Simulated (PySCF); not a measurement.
CH4B3BrO3.
SMILES: `CB1OBOB(Br)O1`

All values: CAM-B3LYP/def2-SVPD (PySCF, non-relativistic), on one gas-phase PBE0-D3(BJ)/def2-SVP geometry that isn't relaxed in the solvent. The solvent is an IEF-PCM continuum (van der Waals radii × 1.2), and excitations are vertical TDDFT with non-equilibrium linear response and a frozen core. Specific hydrogen bonds and non-electrostatic terms are outside this model. Spin–orbit coupling is left out although an atom past zinc is present.

```json
{"run": "gas", "E − E(gas) (kcal/mol)": "0.00", "HOMO (eV)": "-9.88", "HOMO–LUMO gap (eV)": "10.30", "dipole (D)": "1.78", "lowest singlet (eV)": "6.78", "static polarisability (au)": "77.4"}
{"run": "P", "E − E(gas) (kcal/mol)": "-2.32", "HOMO (eV)": "-10.01", "HOMO–LUMO gap (eV)": "10.53", "dipole (D)": "2.06", "lowest singlet (eV)": "6.95", "static polarisability (au)": "92.1"}
{"run": "Q", "E − E(gas) (kcal/mol)": "-3.16", "HOMO (eV)": "-10.06", "HOMO–LUMO gap (eV)": "10.60", "dipole (D)": "2.14", "lowest singlet (eV)": "7.01", "static polarisability (au)": "97.8"}
```

Task: The runs were made in acetone and chloroform. Which run belongs to which solvent?

Result: P = chloroform, Q = acetone. The dielectric constants are 4.711 (chloroform), 20.49 (acetone), and the energy falls further as ε rises. The optical constants n² used for the excitations are 2.09, 1.85 in the same order. In this model the ground state sees the solvent through ε alone.

Task: How constant is the ratio of the lowering to (ε − 1)/(2ε + 1)?

Result: 
```tsv
solvent	(ε − 1)/(2ε + 1)	E − E(gas) (kcal/mol)	ratio (kcal/mol)	polarisation term (kcal/mol)
chloroform	0.356	-2.32	-6.5	-2.46
acetone	0.464	-3.16	-6.8	-3.42
```

The ratio changes by +4.3 % in size from chloroform to acetone. The polarisation term is half the interaction of the solute with the induced surface charges.

On an Intel Xeon Platinum 8488C with one thread, no GPU, shared host with 96 logical CPUs at a one-minute load of 9.3, this took 37 s and 1.1 GiB of memory at its peak. This is the whole response run at CAM-B3LYP/def2-SVPD in acetone, SCF included.
